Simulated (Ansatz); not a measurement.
CH6FNO2Si, SMILES `CO[Si](N)(O)F`, one more setting.

```yaml
crystal:
  periodic: [false, false, false]
  atoms:
    - {symbol: C, position_ang: [-0.124051, 1.694072, 1.110315]}
    - {symbol: O, position_ang: [0.309429, 0.367727, 0.891914]}
    - {symbol: Si, position_ang: [0.168347, -0.442379, -0.502295]}
    - {symbol: N, position_ang: [0.590215, -2.074849, -0.380186]}
    - {symbol: O, position_ang: [-1.369755, -0.228315, -0.998374]}
    - {symbol: F, position_ang: [1.173228, 0.170488, -1.579044]}
    - {symbol: H, position_ang: [0.500758, 2.406000, 0.562115]}
    - {symbol: H, position_ang: [-0.039648, 1.905982, 2.177175]}
    - {symbol: H, position_ang: [-1.165416, 1.826775, 0.803678]}
    - {symbol: H, position_ang: [1.551969, -2.349529, -0.493953]}
    - {symbol: H, position_ang: [0.106741, -2.680353, 0.262038]}
    - {symbol: H, position_ang: [-1.624816, -0.650718, -1.819482]}
basis:
  gaussian: {orbitals: STO-3G}
total_charge: 1
magnetization: {spin_polarized: true, initial_magnetization: 1}
hamiltonian: {xc: {name: wB97}}
```

```sh
$ ansatz run in.yaml --threads 4 --pin off --events-out ev --progress --plain --max-ram 10444MiB
```

Shortened log:

```
Functional definition: wB97
536 factors; integrals over basis functions are off by at most 3.0e-5 eV
218 factors; integrals over basis functions are off by at most 3.0e-6 eV
mean field evaluation 1: about -17079.4661 eV, gradient 2.8e1 eV
mean field evaluation 2: about -17076.7487 eV, gradient 3.9e1 eV
mean field evaluation 4: about -17085.5414 eV, gradient 3.6e0 eV
mean field evaluation 8: about -17085.8395 eV, gradient 1.5e0 eV
mean field evaluation 16: about -17085.8297 eV, gradient 6.6e-2 eV
mean field evaluation 32: about -17085.8320 eV, gradient 6.8e-4 eV
mean field -17085.83203331 eV, -627.8927460312 hartree, gradient 1.3e-5 eV, S^2 0.756809; 6 other end points of the search recorded, 0 dependent functions left out
reference -17085.83202670 eV, -627.8927457884 hartree; 29, 28 occupied and 11, 12 virtual orbitals, 536 factors
Total energy: -17085.83202670 eV, -627.8927457884 hartree
```

It took 5.5 s on 4 threads of an Intel Xeon Platinum 8259CL on a shared host, with 0.53 GiB of host memory at the peak.
